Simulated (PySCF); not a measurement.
Isomers of C4H8ClNSi, mass 133.011 u with the commonest isotopes. Level of theory: PBE0/def2-SVPD in PySCF (dipole) on a GFN2-xTB geometry, gas phase. One conformer each, none proved a minimum here; rigid rotors.

Question: Order these by rotational constant B, largest first.
A. `[H]/[N:5]=[CH:4]/[C:3](=[CH:2]/[CH3:1])[SiH2:6][Cl:7]` with C2–C3–C4–N5 179°, C2–C3–Si6–Cl7 104°
B. `[CH3:1][C@@H:2]([CH2:3][C:4]#[N:5])[SiH2:6][Cl:7]` with C1–C2–C3–C4 64°, C1–C2–Si6–Cl7 -179°
C. `[SiH3:1][NH:2][C@@H:3]1[CH:4]=[C:5]([Cl:6])[CH2:7]1` with Si1–N2–C3–C4 -174°
D. `[CH2:1]=[CH:2][CH2:3][Si@H:4]([Cl:5])[N:6]=[CH2:7]` with C1–C2–C3–Si4 110°, C2–C3–Si4–Cl5 -172°, C3–Si4–N6–C7 -118°

Answer: A (1363 MHz), B (1200 MHz), D (1148 MHz), C (666.4 MHz).

Question: Order these by rotational constant C, smallest first.
A. `[SiH3:1][NH:2][C@@H:3]1[CH:4]=[C:5]([Cl:6])[CH2:7]1` with Si1–N2–C3–C4 -174°
B. `[CH3:1][C@@H:2]([CH2:3][C:4]#[N:5])[SiH2:6][Cl:7]` with C1–C2–C3–C4 64°, C1–C2–Si6–Cl7 -179°
C. `[CH2:1]=[CH:2][CH2:3][Si@H:4]([Cl:5])[N:6]=[CH2:7]` with C1–C2–C3–Si4 110°, C2–C3–Si4–Cl5 -172°, C3–Si4–N6–C7 -118°

Answer: A (642.0 MHz), C (815.3 MHz), B (973.0 MHz).

Question: Order these by radius of gyration √(Σ m r²/M), largest first.
A. `[CH2:1]=[CH:2][CH2:3][Si@H:4]([Cl:5])[N:6]=[CH2:7]` with C1–C2–C3–Si4 110°, C2–C3–Si4–Cl5 -172°, C3–Si4–N6–C7 -118°
B. `[SiH3:1][NH:2][C@@H:3]1[CH:4]=[C:5]([Cl:6])[CH2:7]1` with Si1–N2–C3–C4 -174°
C. `[CH3:1][C@@H:2]([CH2:3][C:4]#[N:5])[SiH2:6][Cl:7]` with C1–C2–C3–C4 64°, C1–C2–Si6–Cl7 -179°

Answer: B (2.461 Å), A (2.197 Å), C (2.081 Å).

```csv
SMILES,point group,Ia (u·Å²),Ib (u·Å²),Ic (u·Å²),κ,μa (D),μb (D),μc (D)
[SiH3]N[C@@H]1C=C(Cl)C1,C1,65.43,758.35,787.22,-0.99,0.82,0.09,0.06
C[C@@H](CC#N)[SiH2]Cl,C1,211.11,421.29,519.38,-0.68,0.38,3.23,2.26
C=CC[Si@H](Cl)N=C,C1,223.95,440.32,619.85,-0.54,1.20,1.87,0.72
[H]/N=C/C(=C/C)[SiH2]Cl,C1,236.67,370.87,522.82,-0.32,3.48,0.86,0.39
```
